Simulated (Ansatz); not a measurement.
System: sum formula SiOCl₂ (charge -1, doublet). SMILES of the parent species: O=[Si](Cl)Cl
Geometry from a B3LYP-D3(BJ)/def2-TZVP (Ansatz, a first-principles code) optimisation:
```xyz
4

Si    -0.5936    -0.3898     0.1391
O     -1.3824    -0.1057     1.4383
Cl    -0.3700     1.3241    -1.2153
Cl     1.5094    -0.9534     0.4239
```
Charge -1, spin multiplicity 2.

Parts of the frozen-core correlation energy in 6-31G (Ansatz, hartree). Frozen orbitals: 16; correlated occupied orbitals by spin: 13 and 12; virtual: 19 and 20. UHF or UKS for open shells. No spin-orbit coupling. Non-relativistic.

| term | value |
|---|---|
| reference (HF) | -1282.76013 |
| MP2 opposite-spin | -0.19075 |
| MP2 same-spin | … |
| CCSD correlation | … |
| (T) | … |
| T1 diagnostic | 0.019 |
| largest doubles amplitude | 0.037 |
| <S^2> of the reference | 0.765 |

Complete the blanks.


- MP2 same-spin, value: -0.07156
- CCSD correlation, value: -0.27103
- (T), value: -0.00833
